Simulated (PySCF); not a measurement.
Computed shifts of a molecule C4H9NSi, PySCF with KT2/pcSseg-1, GIAO, gas phase, equivalent atoms averaged, in ppm (number of nuclei): ¹³C: 155.3 (1), 120.5 (1), 76.3 (1), 30.2 (1). ²⁹Si: -20.8 (1). ¹⁵N: 44.5 (1). ¹H: 6.29 (2), 6.02 (1), 5.81 (1), 5.24 (1), 1.57 (3), 0.66 (1). References: ¹³C against TMS (σ = 185.1 ppm); ²⁹Si against TMS (σ = 361.9 ppm); ¹⁵N against NH3 (σ = 266.2 ppm); ¹H against TMS (σ = 31.47 ppm), references at their B3LYP-D3(BJ)/def2-TZVP geometries, non-relativistic. The structure is a stationary point at ωB97X-D3(BJ)/def2-SVP. The values are those of a single conformer.

**Question.** Which molecule gave these data?
A) CC[Si@H]1C=NC1
B) C=C1[SiH2]N[C@H]1C
C) C=C1CNC[SiH2]1
D) C#C[SiH2]NCC

**Answer.** B, C=C1[SiH2]N[C@H]1C
